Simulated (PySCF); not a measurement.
Compound: C2H6GeOSi.
Bonds: O1–Si2, Si2–C3, C3–C4 (triple), C4–Ge5. Hydrogens: H6 on O1; H7, H8 on Si2; H9, H10, H11 on Ge5.

All values: CAM-B3LYP/def2-SVPD (PySCF, non-relativistic), on one gas-phase PBE0-D3(BJ)/def2-SVP geometry that isn't relaxed in the solvent. The solvent is an IEF-PCM continuum (Bondi radii, 1.10 Å for H, scaled by 1.2). The model holds no explicit solvent molecules, cavitation or dispersion. Spin–orbit coupling is left out although an atom past zinc is present.

Gas phase at CAM-B3LYP/def2-SVPD: HOMO -9.39 eV, LUMO 0.14 eV, dipole 1.72 D.

Q: What does the continuum do to the energy, the frontier levels and the dipole at CAM-B3LYP/def2-SVPD in methanol and acetonitrile?

A: 
| solvent | ε | E(solvent) − E(gas) (kcal/mol) | polarisation term (kcal/mol) | distortion of the solute (kcal/mol) | HOMO (eV) | LUMO (eV) | dipole (D) |
| --- | --- | --- | --- | --- | --- | --- | --- |
| methanol | 32.61 | -4.59 | -5.16 | 0.57 | -9.43 | 0.20 | 2.24 |
| acetonitrile | 35.69 | -4.61 | -5.18 | 0.57 | -9.43 | 0.20 | 2.24 |

Polarisation term: ½ Σ q·V over the induced surface charges. Distortion: the rise of the solute's own energy as its density leaves the gas-phase optimum. From methanol to acetonitrile the lowering changes by a factor 1.00, Onsager's factor (ε − 1)/(2ε + 1) by 1.00 and ε itself by 1.1.

Q: Which radius a makes the point-dipole formula ΔE = −[(ε − 1)/(2ε + 1)]·μ²/a³ give the value in acetonitrile, with the gas-phase dipole?

A: μ = 0.678 au and |ΔE| = 0.00734 Eh give a = 1.64 Å; the farthest nucleus lies 3.63 Å from the centroid of the nuclei, so such a sphere wouldn't even hold the nuclei. The formula assumes a rigid point dipole at the centre of a sphere.

Q: How does the static polarisability (CAM-B3LYP/def2-SVPD, frozen core, with the continuum's full static response) change?

A: 
```
      medium  isotropic (au)  principal values (au)  ⟨r²⟩ of the electrons (bohr²)
         gas            85.9      68.7, 70.2, 118.7                         1695.6
    methanol           111.6      93.9, 94.1, 146.9                         1695.0
acetonitrile           111.8      94.0, 94.2, 147.1                         1695.0
```

The isotropic value in acetonitrile is 1.30 times the gas-phase one; no cavity-field correction is applied. ⟨r²⟩ is taken about the centre of nuclear charge.

Conformer computed: `[OH:1][SiH2:2][C:3]#[C:4][GeH3:5]`: H–O1–Si2–C3 57°.
